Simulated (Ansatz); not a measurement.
Reaction (hydrogenolysis of the Si–O bond): `C[Si]1(O)C=C1` + H₂ → `C[SiH]1C=C1` + H₂O

Gas-phase electronic energies from Ansatz, PBE0-D4/def2-TZVP geometries. CCSD(T)/CBS is the MP2 limit (def2-TZVPP, def2-QZVPP) plus CCSD(T) − MP2 in def2-TZVPP, frozen cores. This one scheme is used for every species. DFT in def2-TZVPP. HSE06 is defined as in plane-wave codes. One conformer a species, not always the lowest.

CCSD(T)/CBS gives +20.4 kcal/mol.

Task: Another level gave +22.0 kcal/mol. Which?
A. HSE06/def2-TZVPP
B. B2PLYP/def2-TZVPP
C. HF/def2-TZVPP
D. MP2/def2-TZVPP

Result: D. MP2/def2-TZVPP 22.0, HF/def2-TZVPP 19.9, HSE06 18.7, B2PLYP 20.8 kcal/mol.

Largest T1 diagnostic among the species: 0.012.

The D4 term adds +1.4 kcal/mol with B3LYP and +0.8 kcal/mol with PBE0; it sums over pairs of atoms, weighted by their polarisabilities, and B3LYP, whose exchange is more repulsive, gets the larger term. Leaving LDA and LC-ωPBE aside and taking each functional with its dispersion term where it has one, the values, not all of them listed here, spread over 2.7 kcal/mol, from HSE06-D4 to r2SCAN-D4. LDA lies +1.6 kcal/mol from PBE without D4.

CCSD(T)/CBS has its own doubt, a few kJ/mol and more with outer-core shells, so smaller differences from it don't rank the levels.

B3LYP here is the variant with VWN-RPA as its local correlation; programs differ in this.
